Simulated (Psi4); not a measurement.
H₄B (SMILES [BH4-]), charge -1, singlet, at a GFN2-xTB geometry (a gas-phase anion, which may not be bound at this level); Psi4 with MP2/6-311++G**.

The Psi4 input:
```
memory 2 GB

molecule {
-1 1
B     0.00000000    0.00000000    0.00000000
H    -0.78935573   -0.82329958   -0.45703408
H     0.16226976   -0.21027872    1.19968171
H    -0.45033333    1.13195784   -0.16017538
H     1.07741931   -0.09837954   -0.58247225
}

set {
  basis 6-311++g**
  freeze_core true
}

energy('mp2')
print_variables()
```

It wrote (shortened):

```
    SCF Algorithm Type (re)set to DF.

   => Loading Basis Set <=

    Name: 6-311++G**
    Role: ORBITAL
    Keyword: BASIS

         ---------------------------------------------------------
                                   SCF
               by Justin Turney, Rob Parrish, Andy Simmonett
                          and Daniel G. A. Smith
                              RHF Reference
         ---------------------------------------------------------

  ==> Geometry <==

    Molecular point group: c1
    Full point group: Td

    Geometry (in Angstrom), charge = -1, multiplicity = 1:

       Center              X                  Y                   Z               Mass
    ------------   -----------------  -----------------  -----------------  -----------------
         B           -0.000000000670     0.000000000000     0.000000000000    11.009305360000
         H           -0.789355730670    -0.823299580000    -0.457034080000     1.007825032230
         H            0.162269759330    -0.210278720000     1.199681710000     1.007825032230
         H           -0.450333330670     1.131957840000    -0.160175380000     1.007825032230
         H            1.077419309330    -0.098379540000    -0.582472250000     1.007825032230

  Running in c1 symmetry.

  Rotational constants: A =      4.15458  B =      4.15458  C =      4.15458 [cm^-1]
  Rotational constants: A = 124551.30230  B = 124551.30204  C = 124551.30169 [MHz]
  Nuclear repulsion =   10.195758801117956

  Charge       = -1
  Multiplicity = 1
  Electrons    = 10
  Nalpha       = 5
  Nbeta        = 5

  ==> Algorithm <==

  SCF Algorithm Type is DF.
  DIIS enabled.
  MOM disabled.
  Fractional occupation disabled.
  Guess Type is SAD.
  Energy threshold   = 1.00e-08
  Density threshold  = 1.00e-08
  Integral threshold = 1.00e-12

  ==> Primary Basis <==

  Basis Set: 6-311++G**
    Blend: 6-311++G**
    Number of shells: 30
    Number of basis functions: 50
    Number of Cartesian functions: 51
    Spherical Harmonics?: true
    Max angular momentum: 2

   => Loading Basis Set <=

    Name: (6-311++G** AUX)
    Role: JKFIT
    Keyword: DF_BASIS_SCF

  ==> Integral Setup <==

  SCF_SUBTYPE=INCORE selected. In-core MEM_DF algorithm will be used.
  Using in-core AOs.

  ==> MemDFJK: Density-Fitted J/K Matrices <==

    J tasked:                   Yes
    K tasked:                   Yes
    wK tasked:                   No
    Algorithm:                 Core
    Schwarz Cutoff:           1E-12
    Mask sparsity (%):       0.0000
    Fitting Condition:        1E-10

   => Auxiliary Basis Set <=

  Basis Set: (6-311++G** AUX)
    Blend: AUG-CC-PVTZ-JKFIT
    Number of shells: 86
    Number of basis functions: 288
    Number of Cartesian functions: 351
    Spherical Harmonics?: true
    Max angular momentum: 4

  Minimum eigenvalue in the overlap matrix is 1.5523902030E-04.
  Reciprocal condition number of the overlap matrix is 1.7806661694E-05.
    Using symmetric orthogonalization.

  ==> Pre-Iterations <==

  SCF Guess: Superposition of Atomic Densities via on-the-fly atomic UHF (no occupation information).

   -------------------------
    Irrep   Nso     Nmo
   -------------------------
     A         50      50
   -------------------------
    Total      50      50
   -------------------------

  ==> Iterations <==

                           Total Energy        Delta E     RMS |[F,P]|

   @DF-RHF iter SAD:   -26.27388743946139   -2.62739e+01   0.00000e+00
   @DF-RHF iter   1:   -26.88320709283666   -6.09320e-01   7.26228e-03 ADIIS/DIIS
   @DF-RHF iter   2:   -26.97219663151655   -8.89895e-02   2.54510e-03 ADIIS/DIIS
   @DF-RHF iter   3:   -26.98318997009283   -1.09933e-02   3.23967e-04 ADIIS/DIIS
   @DF-RHF iter   4:   -26.98367237879291   -4.82409e-04   4.60857e-05 DIIS
   @DF-RHF iter   5:   -26.98368442838609   -1.20496e-05   4.41647e-06 DIIS
   @DF-RHF iter   6:   -26.98368454529153   -1.16905e-07   5.13392e-07 DIIS
   @DF-RHF iter   7:   -26.98368454685410   -1.56257e-09   6.65192e-08 DIIS
   @DF-RHF iter   8:   -26.98368454688421   -3.01128e-11   3.98763e-09 DIIS
  Energy and wave function converged.

  ==> Post-Iterations <==

    Orbital Energies [Eh]
    ---------------------

    Doubly Occupied:

       1A     -7.287511     2A     -0.452983     3A     -0.190736
       4A     -0.190736     5A     -0.190736

    Virtual:

       6A      0.222416     7A      0.229297     8A      0.229297
       9A      0.229297    10A      0.248019    11A      0.248019
      12A      0.248019    13A      0.274721    14A      0.510386
      15A      0.510386    16A      0.510386    17A      0.524038
      18A      0.671792    19A      0.671792    20A      0.671792
      21A      0.891354    22A      0.997575    23A      0.997575
      24A      0.997575    25A      1.125804    26A      1.222013
      27A      1.222013    28A      1.648808    29A      1.648808
      30A      1.648808    31A      1.911138    32A      1.911138
      33A      1.911138    34A      2.220837    35A      2.220837
      36A      2.220837    37A      2.632045    38A      2.632045
      39A      2.632045    40A      2.657957    41A      2.657957
      42A      2.721128    43A      3.181369    44A      3.181369
      45A      3.181369    46A      3.253345    47A      3.253345
      48A      3.253345    49A      3.453210    50A     15.820717

    Final Occupation by Irrep:
              A
    DOCC [     5 ]
    NA   [     5 ]
    NB   [     5 ]

  @DF-RHF Final Energy:   -26.98368454688421

   => Energetics <=

    Nuclear Repulsion Energy =             10.1957588011179556
    One-Electron Energy =                 -57.7334804662544911
    Two-Electron Energy =                  20.5540371182523245
    Total Energy =                        -26.9836845468842128

Computation Completed

Properties will be evaluated at   0.000000,   0.000000,   0.000000 [a0]

Properties computed using the SCF density matrix

 Multipole Moments:

 ------------------------------------------------------------------------------------
     Multipole            Electronic (a.u.)      Nuclear  (a.u.)        Total (a.u.)
 ------------------------------------------------------------------------------------

 L = 1.  Multiply by 2.5417464519 to convert [e a0] to [Debye]
 Dipole X            :         -0.0000000            0.0000000           -0.0000000
 Dipole Y            :          0.0000000            0.0000000            0.0000000
 Dipole Z            :          0.0000000            0.0000000            0.0000000
 Magnitude           :                                                    0.0000000

 ------------------------------------------------------------------------------------

  //>>>>>>>>>>>>>>>>>>>>>>>>>>>>>>>>>>>//
  //               DFMP2               //
  //<<<<<<<<<<<<<<<<<<<<<<<<<<<<<<<<<<<//

   => Loading Basis Set <=

    Name: (6-311++G** AUX)
    Role: RIFIT
    Keyword: DF_BASIS_MP2

	 --------------------------------------------------------
	                          DF-MP2
	      2nd-Order Density-Fitted Moller-Plesset Theory

	        Rob Parrish, Justin Turney, Andy Simmonett,
	           Ed Hohenstein, and C. David Sherrill
	 --------------------------------------------------------

   => Auxiliary Basis Set <=

  Basis Set: (6-311++G** AUX)
    Blend: AUG-CC-PVTZ-RI
    Number of shells: 84
    Number of basis functions: 290
    Number of Cartesian functions: 356
    Spherical Harmonics?: true
    Max angular momentum: 4

	 --------------------------------------------------------
	                 NBF =    50, NAUX =   290
	 --------------------------------------------------------
	   CLASS    FOCC     OCC    AOCC    AVIR     VIR    FVIR
	   PAIRS       1       5       4      45      45       0
	 --------------------------------------------------------

	-----------------------------------------------------------
	 ==================> DF-MP2 Energies <====================
	-----------------------------------------------------------
	 Reference Energy          =     -26.9836845468842128 [Eh]
	 Singles Energy            =      -0.0000000000000000 [Eh]
	 Same-Spin Energy          =      -0.0215452439525332 [Eh]
	 Opposite-Spin Energy      =      -0.1222485994615724 [Eh]
	 Correlation Energy        =      -0.1437938434141055 [Eh]
	 Total Energy              =     -27.1274783902983181 [Eh]
	-----------------------------------------------------------
	 ================> DF-SCS-MP2 Energies <==================
	-----------------------------------------------------------
	 SCS Same-Spin Scale       =       0.3333333333333333 [-]
	 SCS Opposite-Spin Scale   =       1.2000000000000000 [-]
	 SCS Same-Spin Energy      =      -0.0071817479841777 [Eh]
	 SCS Opposite-Spin Energy  =      -0.1466983193538869 [Eh]
	 SCS Correlation Energy    =      -0.1538800673380646 [Eh]
	 SCS Total Energy          =     -27.1375646142222777 [Eh]
	-----------------------------------------------------------

  Variable Map:
  ----------------------------------------------------------------------------
  "CURRENT CORRELATION ENERGY"           =>      -0.143793843414
  "CURRENT ENERGY"                       =>     -27.127478390298
  "CURRENT REFERENCE ENERGY"             =>     -26.983684546884
  "CUSTOM SCS-MP2 CORRELATION ENERGY"    =>      -0.153880067338
  "CUSTOM SCS-MP2 TOTAL ENERGY"          =>     -27.137564614222
  "DD SOLVATION ENERGY"                  =>       0.000000000000
  "HF KINETIC ENERGY"                    =>      27.020723054293
  "HF POTENTIAL ENERGY"                  =>     -54.004407601177
  "HF TOTAL ENERGY"                      =>     -26.983684546884
  "HF VIRIAL RATIO"                      =>       1.998629255504
  "MP2 CORRELATION ENERGY"               =>      -0.143793843414
  "MP2 DOUBLES ENERGY"                   =>      -0.143793843414
  "MP2 OPPOSITE-SPIN CORRELATION ENERGY" =>      -0.122248599462
  "MP2 SAME-SPIN CORRELATION ENERGY"     =>      -0.021545243953
  "MP2 SINGLES ENERGY"                   =>      -0.000000000000
  "MP2 TOTAL ENERGY"                     =>     -27.127478390298
  "NUCLEAR REPULSION ENERGY"             =>      10.195758801118
  "ONE-ELECTRON ENERGY"                  =>     -57.733480466254
  "PCM POLARIZATION ENERGY"              =>       0.000000000000
  "PE ENERGY"                            =>       0.000000000000
  "SCF ITERATION ENERGY"                 =>     -26.983684546884
  "SCF ITERATIONS"                       =>       8.000000000000
  "SCF TOTAL ENERGY"                     =>     -26.983684546884
  "SCS-MP2 CORRELATION ENERGY"           =>      -0.153880067338
  "SCS-MP2 TOTAL ENERGY"                 =>     -27.137564614222
  "TWO-ELECTRON ENERGY"                  =>      20.554037118252

  Array Variable Map:
  ----------------------------------------------------------------------------
  "CURRENT DIPOLE"                       =>      -0.000000007104 ... 0.000000000035 1 by 3
  "SCF DIPOLE"                           =>      -0.000000007104 ... 0.000000000035 1 by 3
  "SCF TOTAL ENERGIES"                   =>     -26.273887439461 ... -26.983684546884 1 by 9
```
